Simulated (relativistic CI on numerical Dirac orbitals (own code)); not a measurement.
## Fe³⁺: calculation against measurement

Method of calculation: Dirac-Coulomb-Breit CI, orbitals from a KLI potential per configuration, QED by a radiative potential, valence Slater integrals scaled by 0.85, P86 correlation energy added to each configuration (own radial code, finite nucleus).

Configurations in the expansion (outside the closed core [Ne]): 3s2.3p6.3d5, 3s2.3p6.3d4.4s, 3s2.3p6.3d4.4p, 3s2.3p6.3d4.4d, 3s2.3p6.3d4.5s, 3s2.3p5.3d6, 3s2.3p6.3d4.5p, 3s2.3p6.3d4.4f, 3s2.3p6.3d4.5d, 3s2.3p6.3d3.4s.4p, 3s2.3p6.3d4.6s, 3s2.3p6.3d4.6p, 3s2.3p6.3d4.5f, 3s2.3p6.3d4.5g, 3s2.3p6.3d4.6d, 3s.3p6.3d6, 3s2.3p6.3d3.4s2, 3s2.3p6.3d2.4s2.4p, 3s2.3p6.3d2.4s2.4d, 3s2.3p6.3d2.4s2.5s, 3s2.3p6.3d2.4s2.5p, 3s2.3p6.3d3.4p2, 3s2.3p6.3d2.4s.4p2, 3s2.3p6.3d2.4p3, 3s2.3p6.3d2.4p2.4d, 3s2.3p6.3d2.4p2.5s, 3s2.3p6.3d2.4p2.5p, 3s2.3p6.3d3.4s.4d, 3s2.3p6.3d2.4s.4p.4d, 3s2.3p6.3d2.4s.4d2, 3s2.3p6.3d2.4s.4d.5s, 3s2.3p6.3d2.4s.4d.5p. Double excitations out of closed p, d and f shells are left out; levels of such configurations are missing from the list, as are those of other unlisted configurations, and high levels can miss mixing partners.

```tsv
Configuration	Term (tabulated)	J	Measured (cm⁻¹)	Computed	Error	Purity (%)
3s2.3p6.3d5	6S	5/2	0.0	0	0	100
3s2.3p6.3d5	4G	11/2	32245.5	31194	-1051	100
3s2.3p6.3d5	4P	5/2	35253.8	35421	167	93
3s2.3p6.3d5	4P	3/2	35333.3	35505	171	95
3s2.3p6.3d5	4P	1/2	35406.6	35592	186	98
3s2.3p6.3d5	4D	7/2	38779.4	38151	-628	99
3s2.3p6.3d5	4D	1/2	38896.7	38276	-620	98
3s2.3p6.3d5	2D3	5/2	49541.5	49225	-317	74
3s2.3p6.3d5	2D3	3/2	50051.4	49708	-343	96
3s2.3p6.3d5	2F2	7/2	51394.2	50979	-416	98
3s2.3p6.3d5	2F2	5/2	52166.7	51732	-434	68
3s2.3p6.3d5	4F	9/2	52620.7	52179	-442	97
3s2.3p6.3d5	4F	7/2	52695.4	52264	-431	97
3s2.3p6.3d5	2H	9/2	56058.3	54912	-1147	81
3s2.3p6.3d5	2H	11/2	56368.8	55229	-1140	99
3s2.3p6.3d5	2G2	7/2	57408.0	56012	-1396	99
3s2.3p6.3d5	2G2	9/2	57721.2	56353	-1368	79
3s2.3p6.3d5	2F1	5/2	61156.5	59999	-1158	99
3s2.3p6.3d5	2F1	7/2	61254.4	60102	-1153	99
3s2.3p6.3d5	2S	1/2	66720.1	65881	-839	100
3s2.3p6.3d5	2G1	9/2	82894.9	81667	-1228	100
3s2.3p6.3d5	2G1	7/2	82897.3	81671	-1227	100
3s2.3p6.3d5	2P	3/2	100118.0	99209	-909	99
3s2.3p6.3d5	2P	1/2	100126.0	99210	-916	99
3s2.3p6.3d4.4s	6D	1/2	127766.1	129013	1247	100
3s2.3p6.3d4.4s	6D	3/2	127929.1	129169	1240	100
3s2.3p6.3d4.4s	6D	5/2	128191.5	129420	1229	100
3s2.3p6.3d4.4s	6D	7/2	128541.9	129756	1214	100
3s2.3p6.3d4.4s	6D	9/2	128967.7	130165	1197	100
3s2.3p6.3d4.4s	4D	1/2	137700.8	138523	822	99
3s2.3p6.3d4.4s	4D	3/2	137949.3	138761	812	99
3s2.3p6.3d4.4s	4D	5/2	138338.8	139134	795	99
3s2.3p6.3d4.4s	4D	7/2	138844.0	139619	775	99
3s2.3p6.3d4.4s	4P	1/2	153651.7	155065	1413	99
3s2.3p6.3d4.4s	4H	7/2	154185.9	153384	-802	99
3s2.3p6.3d4.4s	4H	9/2	154326.0	153519	-807	99
3s2.3p6.3d4.4s	4P	3/2	154474.9	155840	1365	99
3s2.3p6.3d4.4s	4H	11/2	154512.7	153687	-825	99
3s2.3p6.3d4.4s	4H	13/2	154731.3	153881	-850	100
3s2.3p6.3d4.4s	4P	5/2	155744.9	157058	1314	99
3s2.3p6.3d4.4s	4F	3/2	156012.3	156839	827	100
3s2.3p6.3d4.4s	4F	5/2	156049.3	156864	815	96
3s2.3p6.3d4.4s	4F	7/2	156123.8	156927	803	94
3s2.3p6.3d4.4s	4F	9/2	156224.9	157024	799	94
3s2.3p6.3d4.4s	4G	5/2	158738.7	159153	414	95
3s2.3p6.3d4.4s	4G	7/2	159010.4	159409	398	93
3s2.3p6.3d4.4s	4G †	9/2	159227.9	159663	435	88
3s2.3p6.3d4.4s	4G †	11/2	159342.9	159991	648	66
3s2.3p6.3d4.4s	2P	1/2	160015.9	161106	1090	98
3s2.3p6.3d4.4s	2H †	9/2	160311.6	159155	-1157	91
3s2.3p6.3d4.4s	2H †	11/2	160778.6	159332	-1447	66
3s2.3p6.3d4.4s	2F	5/2	162074.4	162649	575	98
3s2.3p6.3d4.4s	2F	7/2	162087.8	162656	568	92
3s2.3p6.3d4.4s	2G	7/2	164950.5	165079	129	94
3s2.3p6.3d4.4s	2G	9/2	165392.6	165439	46	99
```

Measured levels from Corliss and Sugar, J. Phys. Chem. Ref. Data 11, 135 (1982); pairs were made by configuration, J and term (by order where the table uses no LS term), so strongly mixed levels may be paired wrongly. Some J values or terms of the table were assigned by a fit.

Mean error by configuration (cm⁻¹): 3s2.3p6.3d5 -723; 3s2.3p6.3d4.4s 615. Over the excited levels the mean absolute error is 817 cm⁻¹ (54 of the 54 excited levels that our extract of the source holds in range could be paired), and the median relative error of those above 1,000 cm⁻¹ is 0.81 %. Some levels of the ground configuration have no partner. † marks terms whose computed intervals miss the measured ones by more than a factor of 2.5, or configurations far off the rest, from wrong mixing, a near crossing or a doubtful label or measurement; they are left out of the means.
